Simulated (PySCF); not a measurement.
Input of a run (PBE0-D3(BJ)/def2-SVP geometry optimisation, gas phase (PySCF 2.14.0)), started from GFN2-xTB:
```
{"job": {"xc": "PBE0", "basis": "def2-SVP", "d3": "d3bj", "grid": 1, "shake": 0.01, "kind": "geom"}, "charge": 0, "multiplicity": 1}
F      1.198370    -2.029950    -0.747750
C      1.761470    -0.774270    -0.686310
O      1.117320     0.017400     0.245090
C     -0.138700     0.452870    -0.038990
O     -1.064520     0.098470     0.964800
C     -1.442530    -1.224360     1.005160
F     -2.181220    -1.532020    -0.093330
C     -0.142220     1.997800    -0.103300
F     -1.360070     2.491200    -0.379170
F      0.680070     2.393040    -1.054880
F      0.236050     2.549010     1.042860
H      1.737180    -0.348460    -1.693530
H      2.766230    -0.902760    -0.345340
H     -0.526100     0.081200    -1.011350
H     -0.589850    -1.931880     1.007870
H     -2.070530    -1.339650     1.898900
```

Output (energies in Eh, forces in Eh/bohr):
```
step   0  E = -803.67823238  max force = 0.037157
step   1  E = -803.68212974  max force = 0.008561
step   2  E = -803.68241557  max force = 0.004462
step   3  E = -803.68246813  max force = 0.001524
step   4  E = -803.68247599  max force = 0.000374
optimisation converged
```

Question: Summarise the run.

Answer: The energy falls by 0.115 eV over 5 energy and gradient evaluations, the largest force component goes from 0.0372 to 3.7e-04 Eh/bohr, and the atoms move by 0.077 Å rms after alignment. The bond that changes most is O3–C4 (ether oxygen to sp3 carbon bearing two oxygens), which lengthens by 0.039 Å. Bonds longer at the end by more than 0.005 Å: 5 of 15; shorter: 6. Among the angles that change most is O5–C4–H14, from 108.1° to 111.1°. The energy never rose by more than 1e-6 Eh on the way. The first step brought 92 % of the lowering.

Question: What are the final bond lengths?

Answer: F1–C2 1.368 Å, C2–O3 1.375 Å, O3–C4 1.399 Å, C4–O5 1.378 Å, O5–C6 1.383 Å, C6–F7 1.362 Å, C4–C8 1.526 Å, C8–F9 1.328 Å, C8–F10 1.338 Å, C8–F11 1.323 Å, C2–H12 1.104 Å, C2–H13 1.099 Å, C4–H14 1.106 Å, C6–H15 1.103 Å, C6–H16 1.099 Å. Numbering counts from 1 in the input's order; the species is `FC(C(OCF)OCF)(F)F`.

The run used 179 basis functions and 35 SCF cycles in all. Hardware: one thread, Intel Xeon Platinum 8488C (x86_64), shared host. Cost: 83 s, 0.76 GiB resident at most.

PBE0-D3(BJ)/def2-SVP frequencies: not computed here. One conformer, not necessarily the lowest.
